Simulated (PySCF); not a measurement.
Pb⁵²⁺: ionisation energy

Pb⁵²⁺ [Ar] 3d10 4s2 (1S) → Pb⁵³⁺ [Ar] 3d10 4s1 (2S), as a difference of total energies. All numbers are calculated (PySCF 2.14, scalar relativity by spin-free X2C-1e, in an uncontracted even-tempered set (18 s from 7.2 bohr⁻², ratio 2.5; 14 p from 9.3 bohr⁻², ratio 2.5; 7 d from 17 bohr⁻², ratio 2.5; 4 f from 42 bohr⁻², ratio 2.7; 4 g from 63 bohr⁻², ratio 2.7)). Correlated levels: outer shells: [Ne] frozen; virtual orbitals above 40 to 60 times the deepest correlated orbital energy dropped. The calculations carry no spin-orbit coupling.

| method | ionisation energy (eV) |
| --- | --- |
| UHF | 3205.1 |
| LDA | 3214.2 |
| PBE | 3215.3 |
| PBE0 | 3213.0 |
| r2SCAN | 3208.4 |
| BP86 | 3214.1 |
| TPSSh | 3211.9 |
| MP2 (outer shells) | 3208.1 |
| SCS-MP2 (outer shells) | 3208.1 |

**Question.** How much does correlation contribute at MP2 (outer shells)?

**Answer.** 3208.1 − (3205.1) = 3.0 eV, measured against UHF.

Breit and QED terms and the two-electron picture change are absent.

For comparison: 3211 ± 4 eV (theoretical estimate listed by NIST; NIST Atomic Spectra Database, ionization energies).
